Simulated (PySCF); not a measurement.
## Ionisation energy along the 22-electron series

Calculated with PySCF 2.14 and a two-component X2C-1e Hamiltonian (Gaussian nucleus, no Breit or QED terms), each ion in its own even-tempered basis scaled to its charge; GMP2 freezes [Ne] and drops the highest virtual spinors. Values in eV. NIST values: (m) measured, (s) semi-empirical, (t) theoretical.

```
  ion  configuration  GHF (spin-free)  GMP2 (spin-free)  GHF (screened spin-orbit)  GMP2 (screened spin-orbit)          NIST
Nd³⁸⁺       [Ar] 3d4           2749.6            2749.7                     2758.3                      2759.2  2758 ± 4 (t)
Pm³⁹⁺       [Ar] 3d4           2882.5            2882.6                     2892.3                      2893.3  2892 ± 4 (t)
Sm⁴⁰⁺       [Ar] 3d4           3017.8            3017.9                     3029.0                      3029.9  3028 ± 4 (t)
```

Between Z = 60 and Z = 62 the GMP2 (screened spin-orbit) value grows as Z to the power 2.85.
